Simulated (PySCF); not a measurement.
## Kr²⁶⁺ (krypton, charge +26): Hartree-Fock from Schrödinger to Dirac-Coulomb-Breit

Occupied: 1s1/2, 2s1/2, 2p1/2, 2p3/2. Hartree-Fock calculated with PySCF 2.14 in an uncontracted even-tempered set (17 s from 2.7 bohr⁻², ratio 2.7; 12 p from 3.2 bohr⁻², ratio 2.7), Gaussian nucleus throughout. NR is non-relativistic, sf-X2C the spin-free one-electron X2C Hamiltonian, X2C adds the bare one-electron spin-orbit term, X2C-SNSO screens it by Boettger's factors, DC is four-component Dirac-Coulomb, and the Gaunt and Breit terms are added at first order (total energies over the DC spinors, levels after relaxing the spinors in that mean field). QED terms are absent. Levels marked empty are virtual spinors of this ion.

```csv
Hamiltonian,E (hartree)
NR,-2291.8158
sf-X2C,-2325.7983
X2C,-2325.9702
X2C-SNSO,-2325.9513
DC,-2326.4147
DC+Gaunt,-2325.0375
DC+Breit,-2325.1554
```

| level (eV) | NR | sf-X2C | X2C | X2C-SNSO | DC | DC+Gaunt | DC+Breit |
| --- | --- | --- | --- | --- | --- | --- | --- |
| 1s1/2 | -15432.4 | -15691.7 | -15691.4 | -15691.4 | -15700.3 | -15677.5 | -15678.9 |
| 2s1/2 | -3100.5 | -3167.3 | -3167.2 | -3167.2 | -3168.2 | -3166.1 | -3166.2 |
| 2p1/2 | -2927.4 | -2947.8 | -2988.6 | -2986.3 | -2986.6 | -2982.9 | -2983.3 |
| 2p3/2 | -2927.4 | -2947.8 | -2928.4 | -2929.4 | -2930.1 | -2927.5 | -2927.9 |
| 3s1/2 (empty) | -1184.7 | -1203.7 | -1203.6 | -1203.7 | -1203.9 | -1203.4 | -1203.4 |
| 3p1/2 (empty) | -1131.0 | -1138.8 | -1148.3 | -1147.8 | -1147.8 | -1147.0 | -1147.1 |
| 3p3/2 (empty) | -1131.0 | -1138.8 | -1134.2 | -1134.5 | -1134.6 | -1134.0 | -1134.1 |

Q: How large are the two-electron picture-change error of X2C and the Breit correction in the total energy?

A: X2C-1e lies 0.4445 hartree above Dirac-Coulomb; Gaunt adds 1.3772 and the full Breit term 1.2592 hartree.

| interval (eV) | X2C | X2C-SNSO | DC | DC+Gaunt | DC+Breit |
| --- | --- | --- | --- | --- | --- |
| 2p3/2 − 2p1/2 | 60.27 | 56.85 | 56.49 | 55.45 | 55.45 |
| 3p3/2 − 3p1/2 | 14.07 | 13.28 | 13.22 | 12.95 | 12.95 |

Weight of the small component: 1s1/2 0.0171, 2s1/2 0.00355, 2p1/2 0.00350, 2p3/2 0.00342, 3s1/2 0.00126, 3p1/2 0.00123, 3p3/2 0.00121.

Koopmans' value for the highest occupied level at DC+Breit: 2927.9 eV, against an ionisation energy of 2928.9 ± 1.7 eV (semi-empirical (NIST evaluation); NIST Atomic Spectra Database, ionization energies); the former lacks relaxation, correlation, QED and recoil.

The whole ladder took 37 s of wall time on 1 thread of AMD EPYC 9R45 96-Core Processor (shared host), launched as `OMP_NUM_THREADS=1 python relrun2.py TASK.json OUT` (a driver that calls PySCF for each Hamiltonian).
